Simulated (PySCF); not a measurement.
SMILES C[Si](C)(C)[TeH] (C3H10SiTe) (GFN2-xTB optimised geometry):

```
15

Te     0.373    -2.048     0.000
H      2.019    -2.048     0.000
Si     0.334     0.463     0.000
C      1.179     1.172     1.556
C     -1.499     0.968    -0.015
C      1.203     1.171    -1.542
H      1.143     2.257     1.567
H      0.700     0.815     2.462
H      2.223     0.876     1.598
H     -2.019     0.591     0.860
H     -2.007     0.581    -0.893
H     -1.604     2.048    -0.022
H      0.727     0.828    -2.456
H      2.243     0.861    -1.578
H      1.182     2.257    -1.546
```

Method: PBE0/def2-TZVP, def2 effective core potentials past Kr run with PySCF.

Task: What are the frontier orbital energies and the dipole moment?

Result: HOMO-2 -8.72 eV, HOMO-1 -7.86 eV, HOMO -6.24 eV, LUMO -0.35 eV, LUMO+1 0.48 eV; dipole moment 1.62 D.
